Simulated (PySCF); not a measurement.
Isomers of C6H9BrO, from PySCF, PBE0-D3(BJ)/def2-SVP geometry optimisation, gas phase. One conformer each, no zero-point energy, no frequencies.

Question: Which isomer lies lower at this level?
A. `[OH:1][C@@H:2]1[CH2:3][C@:4]2([Br:5])[CH2:6][C@H:7]1[CH2:8]2` with H–O1–C2–C3 177°: A = 3575, B = 800.1, C = 749.4 MHz, dipole 3.17 D
B. `[CH:1]#[C:2][CH2:3][CH2:4][O:5][CH2:6][CH2:7][Br:8]` with C2–C3–C4–O5 180°, C3–C4–O5–C6 180°, C4–O5–C6–C7 180°, O5–C6–C7–Br8 180°: A = 11531, B = 302.2, C = 296.7 MHz, dipole 1.08 D

Answer: A. That is `[C@H]12C[C@@](C[C@H]2O)(C1)Br`, 43.4 kcal/mol below the other.

```csv
SMILES,mapped SMILES,E (Eh),relative (kcal/mol),relative (kJ/mol),dipole (D)
O[C@@H]1C[C@]2(Br)C[C@H]1C2,[OH:1][C@@H:2]1[CH2:3][C@:4]2([Br:5])[CH2:6][C@H:7]1[CH2:8]2,-2882.23179,0.0,0.0,3.17
C#CCCOCCBr,[CH:1]#[C:2][CH2:3][CH2:4][O:5][CH2:6][CH2:7][Br:8],-2882.16265,43.4,181.5,1.08
```

As drawn, the lower has a four-membered ring and an O–H bond, which the higher lacks; the higher has a C≡C bond, which the lower lacks.
